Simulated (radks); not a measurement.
All-electron atom: Cu XVI in [Ne] 3s2 3p2.

Calculated with a radial shooting solver on a logarithmic mesh with Libxc functionals: scalar-relativistic Kohn-Sham, LDA (Slater exchange, VWN5 correlation), spin-polarised, spherical densities, finite nucleus; open shells are filled with parallel spins first; Fermi nuclear charge, rms radius 3.8823 fm.

Energy parts (Ry):
total: -3083.77045
kinetic: 3132.88509
electron-nucleus: -6842.15581
Hartree: 723.13494
exchange-correlation: -97.63467

Orbitals (lengths in bohr, moments of r in powers of bohr; <r^-3> diverges for s and p1/2):
orbital,occ.,eigenvalue (Ry),<r^-3>,<r^4>,<r>
1s up,1,-688.1509,-,0.00003455,0.05221
1s down,1,-688.0033,-,0.00003454,0.05220
2s up,1,-115.7854,-,0.007074,0.2335
2s down,1,-115.6385,-,0.007031,0.2332
2p up,3,-105.4659,717.5,0.005183,0.2043
2p down,3,-105.2905,717.5,0.005155,0.2042
3s up,1,-39.89295,-,0.2519,0.6033
3s down,1,-39.35370,-,0.2556,0.6050
3p up,2,-36.69232,147.9,0.2539,0.5953
3p down,0,-36.15549,147.2,0.2583,0.5971
3d up,0,-31.99717,19.92,0.2053,0.5488
3d down,0,-31.51173,20.09,0.2078,0.5490
4s up,0,-19.54693,-,3.306,1.174
4s down,0,-19.36865,-,3.401,1.182

The highest occupied level is 3p up at -499.22 eV. Summed over all electrons, <r^2> = 2.087 bohr^2, which gives a Langevin (diamagnetic) susceptibility term of -1.65 x 10^-6 cm^3/mol. For comparison, the ionisation energy in NIST's Atomic Spectra Database is 519 eV (semi-empirical). In exact Kohn-Sham theory the highest level is minus the ionisation energy, but local and semilocal functionals leave it too shallow, through self-interaction and a potential that decays too fast; potentials with the right tail come closer. The spin density at the nucleus is -1.453 e/bohr^3 (1s -2.243, 2s -0.668, 3s 1.458). The electron density at the nucleus is 2.245e+04 e/bohr^3 (large components only). Spin moment in Bohr magnetons: 2.
